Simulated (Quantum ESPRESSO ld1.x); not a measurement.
Q: Bi28+, configuration [Kr] 4d10 4f9 (the NIST ground configuration). Method: scalar-relativistic Kohn-Sham, LDA (Slater exchange, VWN5 correlation), spin-polarised, spherical densities, point nucleus; open shells are filled with parallel spins first; computed with ld1.x of Quantum ESPRESSO 7.5. Some entries of the table are withheld. Estimate them.

orbital,occ.,eigenvalue (Ry),<r> (bohr),<1/r> (bohr^-1)
1s down,1,-6725.84,0.01579,103.3
1s up,1,-6725.84,0.01579,103.3
2s up,1,-1261.89,0.06649,24.27
2s down,1,-1261.86,0.06649,24.27
2p up,3,-1089.07,0.06055,21.22
2p down,3,-1089.05,0.06055,21.22
3s up,1,-353.396,0.1714,9.002
3s down,1,-352.977,0.1713,9.010
3p up,3,-303.997,0.1735,8.122
3p down,3,-303.570,0.1733,8.130
3d up,5,-254.500,0.1571,7.616
3d down,5,-254.165,0.1570,7.623
4s up,1,-127.324,0.3681,3.995
4s down,1,-126.708,0.3684,3.989
4p up,3,-110.581,0.3889,3.618
4p down,3,-109.997,0.3894,3.611
4d up,5,-91.7188,0.3990,3.313
4d down,5,-91.1459,0.3998,3.305
4f up,7,(1),0.3884,3.024
4f down,2,(2),0.3897,3.017

A: 
(1) 4f up eigenvalue (Ry): -71.4004
(2) 4f down eigenvalue (Ry): -70.7704
